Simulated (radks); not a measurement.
The numbers below are computed, except where a source is named.
Spin polarisation of the 3d5 shell in neutral manganese. Start: [Ar] 3d(up 2.5, down 2.5) 4s2; electrons of 3d are moved from spin down to spin up, other shells keep equal spins. Code: a radial shooting solver on a logarithmic mesh with Libxc functionals. Model: scalar-relativistic Kohn-Sham, r2SCAN, spin-polarised, spherical densities, finite nucleus; meta-GGA in the generalised Kohn-Sham scheme; Fermi nuclear charge, rms radius of each element as measured or else 0.836 A^(1/3) + 0.57 fm.

moment (Bohr magnetons)  E - E(0) (eV)  e(3d up) (eV)  e(3d down) (eV)  4s down minus up (eV)
0                                0.000         -6.777           -6.777                 0.000
1                               -0.301         -7.341           -6.136                  0.203
2                               -1.205         -7.827           -5.417                  0.413
3                               -2.711         -8.229           -4.616                  0.639
4                               -4.817         -8.534           -3.726                  0.895
5                               -7.514         -8.707           -2.738                  1.202

At moment 5 the spin-polarisation energy is -7.514 eV and the 3d exchange splitting 5.969 eV, that is 1.194 eV per Bohr magneton; E = -I m^2/4 would give I = 1.202 eV.
